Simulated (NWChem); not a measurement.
All runs are NWChem calculations. System: HBN, charge 0, spin multiplicity 2, at a geometry optimised with UB3LYP/def2-SVP. The structure started from a generated list of species. Its SCF solution wasn't tested for a lower state. Level: UMP2/cc-pVTZ, 2 core orbitals frozen.

Part of the output:

```
             Northwest Computational Chemistry Package (NWChem) 7.3.0
             --------------------------------------------------------

                                NWChem Input Module
                                -------------------

 Scaling coordinates for geometry "geometry" by  1.889725989
 (inverse scale =  0.529177249)

 Turning off AUTOSYM since
 SYMMETRY directive was detected!

                             Geometry "geometry" -> ""
                             -------------------------

 Output coordinates in angstroms (scale by  1.889725989 to convert to a.u.)

  No.       Tag          Charge          X              Y              Z
 ---- ---------------- ---------- -------------- -------------- --------------
    1 B                    5.0000     0.00000000     0.00000000    -0.61337900
    2 N                    7.0000     0.00000000     0.00000000     0.69481700
    3 H                    1.0000     0.00000000     0.00000000    -1.79682700

 Effective nuclear repulsion energy (a.u.)      17.8802290576

            Nuclear Dipole moment (a.u.)
            ----------------------------
        X                 Y               Z
 ---------------- ---------------- ----------------
     0.0000000000     0.0000000000    -0.0000056692

      Symmetry information
      --------------------

 Group name             C2v
 Group number             16
 Group order               4
 No. of unique centers     3

      Symmetry unique atoms

     1    2    3


 Summary of "ao basis" -> "" (spherical)
 ------------------------------------------------------------------------------
       Tag                 Description            Shells   Functions and Types
 ---------------- ------------------------------  ------  ---------------------
 *                          cc-pvtz                   on all atoms

 Summary of "ao basis" -> "ao basis" (spherical)
 ------------------------------------------------------------------------------
       Tag                 Description            Shells   Functions and Types
 ---------------- ------------------------------  ------  ---------------------
 B                          cc-pvtz                 10       30   4s3p2d1f
 N                          cc-pvtz                 10       30   4s3p2d1f
 H                          cc-pvtz                  6       14   3s2p1d

                                 NWChem SCF Module
                                 -----------------
[...]
     2   0 2 0     -7.864804     -4.864425     -3.000379      0.000000
     2   0 1 1      0.000000      0.000000      0.000000      0.000000
     2   0 0 2     -9.239874    -20.548758    -19.006421     30.315304

                   NWChem MP2 Semi-direct Energy/Gradient Module
                   ---------------------------------------------

  Basis functions       =     74
  Molecular orbitals    =     74
  Frozen core           =      2
  Frozen virtuals       =      0
  Active alpha occupied =      5
  Active beta occupied  =      4
  Active alpha virtual  =     67
  Active beta virtual   =     68
  Use MO symmetry       = T
  Use skeleton AO sym   = T

  AO/Fock/Back tols     =   1.0D-09  1.0D-09  1.0D-09

 GA uses MA = F    GA memory limited = T

 Available:
  local mem=  1.26D+08
 global mem=  1.44D+08
 local disk=  0.00D+00
  mp2_memr nvloc                    67
  nvloc new                    67
   1 passes of   5:        4194304                      27914                   3170167.
   1 passes of   5: M    126153450           G      144168248           F     121959146.

 Semi-direct pass number   1 of   1  for UHF alpha       at        0.6s
  vrange nnbf                  2775
  mp2_eaftype                    12  avail_ma_in_mb                  1099
 EAF : mp2_eaftype filesize          12    1585083.
  mp2_eaf for mointskh                     12
Node 0 wrote      7.4 Mb in      0.0 s     Agg I/O rate:  5101.7 Mb/s
 Done moints_semi at        1.0s
  mp2_eaftype                    12  avail_ma_in_mb                  1087
 EAF : mp2_eaftype filesize          12    1585083.
  mp2_eaf for kh                    12
 Done maket at        1.1s
 Done multipass loop at        1.1s

 GA uses MA = F    GA memory limited = T

 Available:
  local mem=  1.26D+08
 global mem=  1.44D+08
 local disk=  0.00D+00
  mp2_memr nvloc                    68
  nvloc new                    68
   1 passes of   4:        4194304                      24765                   2575762.
   1 passes of   4: M    126153450           G      144168248           F     121959146.

 Semi-direct pass number   1 of   1  for UHF beta        at        1.1s
  vrange nnbf                  2775
  mp2_eaftype                    10  avail_ma_in_mb                  1099
 EAF : mp2_eaftype filesize          10    1287881.
  mp2_eaf for mointskh                     10
Node 0 wrote      6.0 Mb in      0.0 s     Agg I/O rate:  5110.9 Mb/s
 Done moints_semi at        1.6s
  mp2_eaftype                    10  avail_ma_in_mb                  1089
 EAF : mp2_eaftype filesize          10    1287881.
  mp2_eaf for kh                    10
 Done maket at        1.6s
 Done multipass loop at        1.6s

          -------------------------------------------
          SCF energy                 -79.660089634636
          Correlation energy          -0.247984942207
          Singlet pairs                0.000000000000
          Triplet pairs                0.000000000000
          Total MP2 energy           -79.908074576844
          -------------------------------------------

          ---------------------------------------------------
                    Spin Component Scaled (SCS) MP2
          Same spin pairs                     -0.055413984964
          Same spin scaling factor             0.333333333333
          Opposite spin pairs                 -0.192570957243
          Opposite spin scaling fact.          1.200000000000
          SCS-MP2 correlation energy          -0.249556477013
          Total SCS-MP2 energy               -79.909646111650
          ---------------------------------------------------

 -----------------------
 Performance information
 -----------------------

 Timer overhead =  1.34D-07 seconds/call

               Nr. of calls         CPU time (s)                 Wall time (s)                GFlops
             ---------------    -------------------     ------------------------------   -------------------
Name         Min   Avg   Max    Min     Avg     Max     Min     Avg     Max   Mx/calls   Min     Max     Sum
mp2: moin     2     2     2   0.97    0.97    0.97     0.97    0.97    0.97    0.49      0.0     0.0     0.0
mp2: make     2     2     2   3.44E-2 3.44E-2 3.44E-2  3.44E-2 3.44E-2 3.44E-2 1.72E-2   0.0     0.0     0.0
mp2: tota     1     1     1    1.0     1.0     1.0      1.0     1.0     1.0     1.0      0.0     0.0     0.0

 The average no. of pstat calls per process was 5.00D+00
 with a timing overhead of 6.69D-07s

 Task  times  cpu:        1.6s     wall:        1.6s

 Total times  cpu:        1.6s     wall:        1.6s
```

Task: Write an NWChem input that would produce this output.

Result: This is not unique; one that fits is 
```
start mol
memory heap 200 mb stack 900 mb global 1100 mb
geometry units angstroms nocenter noautoz
  B      0.000000     0.000000    -0.613379
  N      0.000000     0.000000     0.694817
  H      0.000000     0.000000    -1.796827
  symmetry group C2v
end
basis spherical
  * library cc-pvtz
end
scf
  uhf
  nopen 1
  maxiter 100
  thresh 1e-7
  semidirect memsize 60000000 filesize 0
  # guess.movecs holds the orbitals of an unrestricted PBE0 run
  vectors input guess.movecs output mol.movecs
end
mp2
  freeze core 2
end
task mp2 energy
```
